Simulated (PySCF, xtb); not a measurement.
BBr₂, SMILES Br[B]Br (connectivity only; charge and spin as stated), charge +1, multiplicity 1.

GFN2-xTB (xtb) at its own geometry gives an orbital gap of 4.51 eV.

The structure is a stationary point at B3LYP-D3(BJ)/def2-TZVP. The spin state was assumed, not searched. The isomer is the one that the SMILES or the coordinates give; other isomers of the formula were not compared.

Task: What does PBE0/def2-TZVPD run with PySCF give? (An estimate is asked for; the answer gives what the named calculation found.)

Result: gap 7.38 eV (levels -15.51 and -8.14 eV).
